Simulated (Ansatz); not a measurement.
C$_{6}$H$_{5}$F$_{3}$Zr, SMILES `[F][Zr]([F])([F])[c]1ccccc1`. The species carries charge 0 and has multiplicity 1. Zr: def2 effective core potential. The structure was optimised at the PBE0-D4/def2-TZVP level. It is one conformer, not always the lowest.

```xyz
15

F    -0.378    2.581   -2.658
Zr   -1.265    0.968   -2.184
F    -3.080    1.252   -1.702
F    -1.139   -0.357   -3.540
C    -0.230    0.191   -0.411
C    -0.641   -1.008    0.183
C     0.001   -1.513    1.304
C     1.072   -0.824    1.854
C     1.499    0.367    1.285
C     0.854    0.867    0.164
H    -1.477   -1.570   -0.227
H    -0.333   -2.444    1.749
H     1.575   -1.216    2.731
H     2.336    0.905    1.716
H     1.207    1.802   -0.265
```

(1) What is the dipole moment at ωB97M-V/def2-TZVPP? (An estimate is asked.)

(2) And with PBE, r2SCAN, B3LYP? (Estimate.)

(3) Give the Mulliken charges with ωB97M-V, B3LYP, r2SCAN in def2-TZVPP. (Best estimate.)

Answers

(1) Computed: 1.84 D, with components (0.90, -0.61, 1.48) D in this frame, pointing from negative to positive charge.

(2) Computed: PBE 2.01 D, r2SCAN 2.07 D, B3LYP 2.11 D.

(3) Computed: 
```
atom  ωB97M-V  B3LYP  r2SCAN
  F1    -0.37  -0.38   -0.38
 Zr2     1.52   1.52    1.53
  F3    -0.38  -0.39   -0.38
  F4    -0.38  -0.39   -0.38
  C5    -0.24  -0.19   -0.24
  C6    -0.17  -0.19   -0.14
  C7    -0.15  -0.15   -0.14
  C8    -0.07  -0.07   -0.03
  C9    -0.14  -0.14   -0.13
 C10    -0.19  -0.21   -0.15
 H11     0.09   0.09    0.06
 H12     0.12   0.13    0.10
 H13     0.12   0.13    0.10
 H14     0.12   0.13    0.10
 H15     0.10   0.11    0.08
```

B3LYP here is the variant with VWN-RPA as its local correlation; programs differ in this.
